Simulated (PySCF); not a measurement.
**I⁻ (iodine, charge -1): UHF calculation**

Configuration: [Xe], closed-shell 1S. Calculation: PySCF 2.14, in aug-cc-pVQZ-PP with ECP28MDF (7s7p5d3f2g, 92 functions); a scalar-relativistic core potential.

* Total energy: -294.746848 hartree
* One-electron energy: -520.9266 hartree
* Hartree (Coulomb) energy: 247.3816 hartree
* Exchange energy: -21.2018 hartree
* ⟨S²⟩: 0.0000
* ⟨L²⟩: 0.000
* Sum of ⟨r⟩: 35.98 bohr
* Sum of ⟨r²⟩: 76.56 bohr²

| shell | electrons | mean orbital energy (eV) | rms radius, mean of both spins (bohr) |
| --- | --- | --- | --- |
| 4s | 2 | -202.75 | 0.796 |
| 4p | 6 | -143.57 | 0.853 |
| 4d | 10 | -54.522 | 0.999 |
| 5s | 2 | -16.537 | 2.21 |
| 5p | 6 | -3.428 | 2.92 |

Energies and moments cover only the electrons outside the core potential.
